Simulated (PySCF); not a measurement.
Al(H)(OMe)(SeH) (CH₅AlOSe), SMILES C[O][AlH][SeH]. Atoms are numbered in the order given.

```xyz
9

Al     1.0594     0.5420     0.0000
H      2.6436     0.4912     0.0000
O      0.3235     2.0848     0.0000
C     -0.9658     2.6344     0.0000
H     -1.7735     1.8646     0.0000
H     -1.1159     3.2770     0.8966
H     -1.1159     3.2770    -0.8966
Se    -0.2976    -1.3595     0.0000
H      0.9156    -2.2176     0.0000
```
Charge 0, spin multiplicity 1.

Geometry optimised at PBE-D3(BJ)/def2-SVP. Other conformers were not sampled.

The numbers are results of PySCF with M06-2X/def2-TZVP, not measurements.

Problem. Estimate the frontier levels, gap, dipole moment and polarisability. (The exact figures need the calculation; the answer reports its results.)

Solution. 
```
Item                                                                                                            Value
---------------------------------------------------------------------------------------------  ----------------------
highest occupied level                                                                                       -8.42 eV
lowest empty level                                                                                           -0.17 eV
orbital gap                                                                                                   8.25 eV
dipole moment                                                                                                  0.10 D
quadrupole, principal values (traceless, Buckingham form, about the centre of nuclear charge)   -8.01, 1.14, 6.87 D·Å
mean static polarisability                                                                      68.4 bohr³ (10.14 Å³)
polarisability, principal values                                                               54.7, 69.8, 80.8 bohr³
```
